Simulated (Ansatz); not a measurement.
`C[S+](C)[GaH3-]` → `[CH3][GaH-]([CH3])[SH2+]`  (isomerisation)

Calculated with Ansatz (gas phase, PBE0-D4/def2-TZVP geometries, no zero-point term in ΔE). CBS: MP2 limit from def2 TZ/QZ plus the TZ coupled-cluster correction, frozen cores. Functionals use def2-TZVPP. For Ga outer-core shells are correlated without core-valence functions, which leaves a few kJ/mol of doubt a bond. Scalar relativity is left out up to krypton. One conformer a species, not always the lowest.

```
         level  ΔE (eV)
          BLYP    -0.44
MP2/def2-QZVPP    -0.48
```

Problem. What does CCSD(T)/CBS give? (An estimate is asked.)

Solution. The calculation gave: -0.44 eV. The listed levels differ from it by 0.00, -0.04 eV.

Largest T1 diagnostic among the species: 0.012.

From BLYP to BHLYP (50 % exact exchange), in def2-TZVPP and without D4, ΔE moves by +0.05 eV. At CCSD(T), def2-SVP lies −0.06 eV from the extrapolated value and def2-TZVPP −0.06 eV. Leaving LDA and LC-ωPBE aside and taking each functional with its dispersion term where it has one, the values, not all of them listed here, spread over 0.23 eV, from B2PLYP to B97M-V. LDA lies +0.12 eV from PBE without D4.
